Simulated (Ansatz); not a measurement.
Consider the redistribution: `SB(Cl)Br` + `C[SiH2]BS` → `SB(S)Br` + `C[SiH2]BCl`.

Program: Ansatz. Geometries: PBE0-D4/def2-TZVP. ΔE: electronic, gas phase. CBS: MP2 limit from def2 TZ/QZ plus the TZ coupled-cluster correction, frozen cores. DFT in def2-TZVPP. B3LYP here is the variant with VWN-RPA as its local correlation; programs differ in this. HSE06 is defined as in plane-wave codes. For Br outer-core shells are correlated without core-valence functions, which leaves a few kJ/mol of doubt a bond. Scalar relativity is left out up to krypton. One conformer a species, not always the lowest.

`SB(Cl)Br`:

Z-matrix (Å, degrees):
```
B
S 1 1.784
Br 1 1.912 2 122.7
Cl 1 1.743 2 117.7 3 -180.0
H 2 1.343 1 96.6 3 0.0
```

`C[SiH2]BS`:

```xyz
11

C     0.133    0.214    1.762
Si    0.153   -0.668    0.103
B     0.332    0.607   -1.436
S    -0.787    0.662   -2.797
H    -0.713    0.902    1.827
H     0.051   -0.503    2.581
H     1.050    0.790    1.903
H    -1.094   -1.477   -0.053
H     1.300   -1.624    0.067
H     1.215    1.410   -1.521
H    -1.642   -0.313   -2.434
```

`SB(S)Br`:

Z-matrix (Å, degrees):
```
B
S 1 1.791
Br 1 1.920 2 116.3
S 1 1.792 2 121.6 3 -180.0
H 2 1.345 1 97.1 3 -179.9
H 4 1.343 1 97.0 2 180.0
```

`C[SiH2]BCl`:

Z-matrix (Å, degrees):
```
C
Si 1 1.872
H 1 1.092 2 110.6
H 1 1.092 2 111.1 3 120.3
H 1 1.092 2 110.6 3 -119.4
B 2 2.017 1 113.6 3 59.7
H 2 1.494 1 110.7 3 -61.3
H 2 1.494 1 110.7 3 -179.2
Cl 6 1.744 2 120.7 1 -0.0
H 6 1.195 2 123.8 1 180.0
```

(1) Is it downhill or uphill in electronic energy at CCSD(T)/CBS, and by how much? (Estimate.)

(2) What do these levels give: B3LYP-D4, HSE06-D4, ωB97M-V, RPA@PBE/def2-TZVPP, MP2/def2-TZVPP, HF/CBS(def2)? (Estimate.)

Largest T1 diagnostic among the species: 0.014.

Results:

(1) The calculation gave: Uphill: ΔE = +4.3 kcal/mol.

(2) Computed: B3LYP-D4 4.5, HSE06-D4 4.8, ωB97M-V 4.5, RPA@PBE/def2-TZVPP 4.4, MP2/def2-TZVPP 4.4, HF/CBS(def2) 3.0 kcal/mol.

At CCSD(T), def2-SVP lies +1.2 kcal/mol from the extrapolated value and def2-TZVPP +0.2 kcal/mol. From BLYP to BHLYP (50 % exact exchange), in def2-TZVPP and without D4, ΔE moves by −1.0 kcal/mol. In def2-TZVPP, CCSD(T) changes the Hartree–Fock value by +1.5 kcal/mol (the triples alone add +0.3 kcal/mol) and MP2 by +1.5 kcal/mol.
